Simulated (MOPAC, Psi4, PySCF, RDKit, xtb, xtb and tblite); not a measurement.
Two geometries of C3H12OSi2, SMILES [SiH2](O)[Si](C)(C)C, relaxed at GFN2-xTB with one dihedral held; other torsions can differ between them too.

Structure A

```
18

C     -1.2485    -0.8928    -1.2836
Si    -0.2854     0.0886     0.0486
C     -0.3039     1.9289    -0.4985
C     -1.2826    -0.0244     1.6742
Si     1.8723    -0.7158     0.3587
O      2.7638    -0.5382    -0.9998
H     -0.7371    -0.8636    -2.2417
H     -1.3491    -1.9373    -1.0024
H     -2.2497    -0.4973    -1.4344
H      0.1865     2.0637    -1.4592
H     -1.3178     2.3077    -0.5970
H      0.2094     2.5609     0.2214
H     -0.8228     0.5619     2.4641
H     -2.2975     0.3405     1.5454
H     -1.3469    -1.0497     2.0262
H      2.5869    -0.0569     1.4658
H      1.9880    -2.1611     0.5438
H      3.1037     0.3071    -1.2751
```

Structure B

```
18

C     -1.2136    -0.9353    -1.2805
Si    -0.2823     0.0709     0.0556
C     -0.2724     1.9019    -0.5098
C     -1.3144    -0.0211     1.6623
Si     1.8585    -0.7291     0.4348
O      2.6368    -0.4242    -0.9699
H     -0.6754    -0.9241    -2.2239
H     -1.3268    -1.9741    -0.9827
H     -2.2086    -0.5382    -1.4650
H      0.3072     2.0233    -1.4204
H     -1.2757     2.2707    -0.7077
H      0.1694     2.5459     0.2458
H     -0.8659     0.5650     2.4588
H     -2.3217     0.3544     1.5085
H     -1.3992    -1.0432     2.0191
H      2.5939    -0.0495     1.5161
H      2.0117    -2.1621     0.7317
H      3.5720    -0.2473    -1.0048
```

### Question
Which is lower in energy at the level PBE0-D3(BJ)/def2-SVP // GFN2-xTB in Psi4, and by how much?

### Answer
B is lower, by 2.61 kJ/mol (dihedral Si2–Si5–O6–H18: 75° in A, 150° in B).

E(B) − E(A) in kJ/mol at the other levels, on the same two geometries: GFN2-xTB (xtb and tblite) -1.93; MMFF94 // GFN2-xTB (RDKit) -2.12; PBE0/def2-SVP // GFN2-xTB (Psi4) -2.66; PBE/def2-SVP // GFN2-xTB (Psi4) -1.71; PBE-D3(BJ)/def2-SVP // GFN2-xTB (Psi4) -1.67; UFF // GFN2-xTB (RDKit) -1.32; PM7, restricted, heats of formation // GFN2-xTB (MOPAC) 3.02; AM1, restricted, heats of formation // GFN2-xTB (MOPAC) 3.80; GFN1-xTB // GFN2-xTB (xtb) 0.05; restricted B3LYP/6-31G*, spherical d, density fitting // GFN2-xTB (PySCF) -1.00; restricted B3LYP/LANL2DZ, with its core potentials past Ne // GFN2-xTB (PySCF) -3.43; restricted B3LYP/6-311+G**, spherical d, density fitting // GFN2-xTB (PySCF) -2.55; restricted Hartree-Fock/STO-3G // GFN2-xTB (PySCF) 0.19.

MMFF94 has few fitted parameters for silicon.
